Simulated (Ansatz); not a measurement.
Nudged elastic band run: BBrFH4N

Input file:

```yaml
crystal:
  periodic: [false, false, false]
  atoms:
    - { symbol: B, position_ang: [0.056761, -0.419623, 0.197878] }
    - { symbol: "N", position_ang: [0.033387, -0.124839, 1.571759] }
    - { symbol: H, position_ang: [-0.812203, -0.216289, 2.120411] }
    - { symbol: H, position_ang: [0.882527, -0.072337, 2.12411] }
    - { symbol: F, position_ang: [1.229226, -0.465236, -0.428516] }
    - { symbol: H, position_ang: [-0.960779, -0.615131, -0.419272] }
    - { symbol: Br, position_ang: [-0.505756, 3.332955, 1.453006] }
    - { symbol: H, position_ang: [-0.253761, 1.914, 1.432024] }
basis:
  gaussian: { orbitals: def2-SVP }
hamiltonian:
  xc: pbe0
  dispersion: d4
neb:
  order_check: false
  images: 7
  f_tol: 0.03
  max_iterations: 60
  final_atoms:
    - { symbol: B, position_ang: [-0.0747154, 0.45064613, 0.19161429] }
    - { symbol: "N", position_ang: [-0.03513114, 0.17397358, 1.8196101] }
    - { symbol: H, position_ang: [-0.74882709, -0.49260394, 2.11566131] }
    - { symbol: H, position_ang: [0.88626727, -0.20467486, 2.05255279] }
    - { symbol: F, position_ang: [1.15043528, 0.02608322, -0.25233183] }
    - { symbol: H, position_ang: [-1.03714539, -0.13663666, -0.26143951] }
    - { symbol: Br, position_ang: [-0.3050767, 2.46332033, 0.06080779] }
    - { symbol: H, position_ang: [-0.16640484, 1.05339221, 2.32492507] }
  initial_path:
    images:
      - { positions_ang: [[0.056761, -0.419623, 0.197878], [0.033387, -0.124839, 1.571759], [-0.812203, -0.216289, 2.120411], [0.882527, -0.072337, 2.12411], [1.229226, -0.465236, -0.428516], [-0.960779, -0.615131, -0.419272], [-0.505756, 3.332955, 1.453006], [-0.253761, 1.914, 1.432024]] }
      - { positions_ang: [[0.04390528, -0.32648413, 0.15366878], [0.02236133, -0.0831001, 1.65853899], [-0.83270144, -0.21164104, 2.20362797], [0.87784751, 0.02866869, 2.2039007], [1.21040474, -0.37049252, -0.47842523], [-0.97560126, -0.47824591, -0.46004055], [-0.44853386, 3.04683849, 1.25283956], [-0.2282803, 1.72795651, 1.51728977]] }
      - { positions_ang: [[0.03104956, -0.23334526, 0.10945957], [0.01133566, -0.04136119, 1.74531899], [-0.85319987, -0.20699308, 2.28684494], [0.87316802, 0.12967438, 2.2836914], [1.19158348, -0.27574903, -0.52833446], [-0.99042352, -0.34136081, -0.5008091], [-0.39131173, 2.76072199, 1.05267313], [-0.20279959, 1.54191301, 1.60255555]] }
      - { positions_ang: [[0.01819383, -0.14020639, 0.06525035], [0.00030999, 0.00037771, 1.83209898], [-0.87369831, -0.20234512, 2.37006191], [0.86848854, 0.23068007, 2.36348211], [1.17276221, -0.18100555, -0.57824369], [-1.00524578, -0.20447572, -0.54157766], [-0.33408959, 2.47460548, 0.85250669], [-0.17731889, 1.35586952, 1.68782132]] }
      - { positions_ang: [[0.00533811, -0.04706752, 0.02104113], [-0.01071568, 0.04211662, 1.91887897], [-0.89419674, -0.19769716, 2.45327887], [0.86380905, 0.33168576, 2.44327281], [1.15394095, -0.08626206, -0.62815292], [-1.02006804, -0.06759063, -0.58234621], [-0.27686745, 2.18848897, 0.65234025], [-0.15183819, 1.16982602, 1.77308709]] }
      - { positions_ang: [[-0.01467527, 0.07736089, 0.06368442], [-0.01681955, 0.07508086, 1.89406175], [-0.85785433, -0.27142386, 2.36887448], [0.8694236, 0.1975956, 2.3455928], [1.15306453, -0.05817574, -0.53419765], [-1.02433738, -0.08485214, -0.50211953], [-0.28391976, 2.25719681, 0.50445713], [-0.15547985, 1.14071757, 1.91104659]] }
      - { positions_ang: [[-0.03468864, 0.20178931, 0.10632771], [-0.02292341, 0.1080451, 1.86924453], [-0.82151192, -0.34515055, 2.28447009], [0.87503816, 0.06350545, 2.2479128], [1.15218811, -0.03008942, -0.44024237], [-1.02860671, -0.10211365, -0.42189286], [-0.29097208, 2.32590465, 0.35657402], [-0.15912151, 1.11160912, 2.04900608]] }
      - { positions_ang: [[-0.05470202, 0.32621772, 0.148971], [-0.02902728, 0.14100934, 1.84442731], [-0.7851695, -0.41887725, 2.2000657], [0.88065272, -0.07058471, 2.1502328], [1.15131169, -0.0020031, -0.3462871], [-1.03287605, -0.11937516, -0.34166618], [-0.29802439, 2.39461249, 0.2086909], [-0.16276317, 1.08250067, 2.18696557]] }
      - { positions_ang: [[-0.0747154, 0.45064613, 0.19161429], [-0.03513114, 0.17397358, 1.8196101], [-0.74882709, -0.49260394, 2.11566131], [0.88626727, -0.20467486, 2.05255279], [1.15043528, 0.02608322, -0.25233183], [-1.03714539, -0.13663666, -0.26143951], [-0.3050767, 2.46332033, 0.06080779], [-0.16640484, 1.05339221, 2.32492507]] }
```

Run as:

```bash
$ ansatz run input.yaml --threads 2 --pin off --max-ram 3072MiB --backend cpu --events-out ev --progress --plain --runs-dir out
```

Output, in part (warnings, iteration lines, the closing report on the highest movable image, with atoms numbered from 0):

```
NEB end point (image 0): max|allowed force component| = 2.889e-2 eV/Å (the criterion of neb.relax_end_points is 1.000e-2)
NEB end point (image 8): max|allowed force component| = 1.038e-2 eV/Å (the criterion of neb.relax_end_points is 1.000e-2)
NEB iter   1: max|band force component| = 5.446e0 eV/Å  barrier→ = 2.9227 eV  barrier← = 3.4248 eV  Δτ_max = 0.1950 Å  (232 SCF iters)
NEB iter   2: max|band force component| = 2.625e0 eV/Å  barrier→ = 1.3787 eV  barrier← = 1.8808 eV  Δτ_max = 0.2000 Å  (199 SCF iters)
NEB iter   3: max|band force component| = 3.460e0 eV/Å  barrier→ = 0.6841 eV  barrier← = 1.1862 eV  Δτ_max = 0.1007 Å  (206 SCF iters)
NEB iter   4: max|band force component| = 1.585e0 eV/Å  barrier→ = 0.5429 eV  barrier← = 1.0450 eV  Δτ_max = 0.1981 Å  (202 SCF iters)
NEB iter   5: max|band force component| = 7.455e-1 eV/Å  barrier→ = 0.5405 eV  barrier← = 1.0427 eV  Δτ_max = 0.1671 Å  (204 SCF iters)
NEB iter   6: max|band force component| = 1.058e0 eV/Å  barrier→ = 0.5816 eV  barrier← = 1.0837 eV  Δτ_max = 0.0549 Å  (202 SCF iters)
NEB iter   7: max|band force component| = 6.170e-1 eV/Å  barrier→ = 0.5359 eV  barrier← = 1.0380 eV  Δτ_max = 0.0332 Å  (207 SCF iters)
NEB iter   8: max|band force component| = 4.294e-1 eV/Å  barrier→ = 0.5143 eV  barrier← = 1.0165 eV  CI = image 4  Δτ_max = 0.0847 Å  (200 SCF iters)
NEB iter   9: max|band force component| = 2.848e-1 eV/Å  barrier→ = 0.5201 eV  barrier← = 1.0222 eV  CI = image 4  Δτ_max = 0.0555 Å  (205 SCF iters)
NEB iter  10: max|band force component| = 2.693e-1 eV/Å  barrier→ = 0.5144 eV  barrier← = 1.0165 eV  CI = image 4  Δτ_max = 0.0308 Å  (202 SCF iters)
NEB iter  11: max|band force component| = 2.327e-1 eV/Å  barrier→ = 0.5114 eV  barrier← = 1.0135 eV  CI = image 4  Δτ_max = 0.0283 Å  (185 SCF iters)
NEB iter  12: max|band force component| = 6.269e-2 eV/Å  barrier→ = 0.5094 eV  barrier← = 1.0115 eV  CI = image 4  Δτ_max = 0.0080 Å  (199 SCF iters)
NEB iter  13: max|band force component| = 4.391e-2 eV/Å  barrier→ = 0.5096 eV  barrier← = 1.0117 eV  CI = image 4  Δτ_max = 0.0046 Å  (163 SCF iters)
NEB iter  14: max|band force component| = 2.587e-2 eV/Å  barrier→ = 0.5095 eV  barrier← = 1.0116 eV  CI = image 4  Δτ_max = 0.0000 Å  (341 SCF iters)
Total energy: -74971.48539092 eV, -2755.1512706184 hartree
Atom 0 at    -0.005866    -0.042468     0.266228 Å, force     0.003610     0.016589     0.021877 eV/Å
Atom 1 at    -0.010618     0.107419     1.756603 Å, force    -0.000421     0.007316    -0.024034 eV/Å
Atom 2 at    -0.796994    -0.301827     2.256959 Å, force     0.004840    -0.004238     0.001280 eV/Å
Atom 3 at     0.876683    -0.071447     2.225790 Å, force    -0.002372    -0.007106     0.001982 eV/Å
Atom 4 at     1.179657    -0.149840    -0.294116 Å, force    -0.004146    -0.008374     0.005047 eV/Å
Atom 5 at    -1.022317    -0.279985    -0.323239 Å, force    -0.000329    -0.006857    -0.002240 eV/Å
Atom 6 at    -0.368909     2.711961     0.561847 Å, force    -0.004069     0.008044     0.001454 eV/Å
Atom 7 at    -0.182234     1.359688     1.601328 Å, force     0.002889    -0.005373    -0.005365 eV/Å
Dipole moment:     0.005487    -1.029132     0.739493 e Å
```

The forces met the threshold. A vibrational analysis at the climbing image gives one clearly imaginary mode, 863i cm⁻¹: a first-order saddle point. The orbitals stay closed-shell, which can raise the energy where a bond breaks towards radicals; this wasn't checked here.

Final band (atoms are numbered from 1 in the order of the input):

```json
{"image": "0", "path coordinate (Å)": "0.00", "energy (eV)": "0.00", "Br7–H8 (Å)": "1.44", "B1–Br7 (Å)": "4.00", "N2–H8 (Å)": "2.06"}
{"image": "1", "path coordinate (Å)": "0.41", "energy (eV)": "0.01", "Br7–H8 (Å)": "1.44", "B1–Br7 (Å)": "3.77", "N2–H8 (Å)": "2.08"}
{"image": "2", "path coordinate (Å)": "0.81", "energy (eV)": "0.04", "Br7–H8 (Å)": "1.44", "B1–Br7 (Å)": "3.45", "N2–H8 (Å)": "2.00"}
{"image": "3", "path coordinate (Å)": "1.22", "energy (eV)": "0.20", "Br7–H8 (Å)": "1.49", "B1–Br7 (Å)": "3.07", "N2–H8 (Å)": "1.71"}
{"image": "4", "path coordinate (Å)": "1.63", "energy (eV)": "0.51", "Br7–H8 (Å)": "1.72", "B1–Br7 (Å)": "2.79", "N2–H8 (Å)": "1.27"}
{"image": "5", "path coordinate (Å)": "1.93", "energy (eV)": "0.29", "Br7–H8 (Å)": "1.91", "B1–Br7 (Å)": "2.54", "N2–H8 (Å)": "1.11"}
{"image": "6", "path coordinate (Å)": "2.23", "energy (eV)": "-0.13", "Br7–H8 (Å)": "2.08", "B1–Br7 (Å)": "2.26", "N2–H8 (Å)": "1.05"}
{"image": "7", "path coordinate (Å)": "2.52", "energy (eV)": "-0.42", "Br7–H8 (Å)": "2.34", "B1–Br7 (Å)": "2.09", "N2–H8 (Å)": "1.03"}
{"image": "8", "path coordinate (Å)": "2.82", "energy (eV)": "-0.50", "Br7–H8 (Å)": "2.67", "B1–Br7 (Å)": "2.03", "N2–H8 (Å)": "1.02"}
```

The run took 3.5 min on 2 threads of Arm Neoverse V1, on a shared host, peak memory 0.22 GiB.
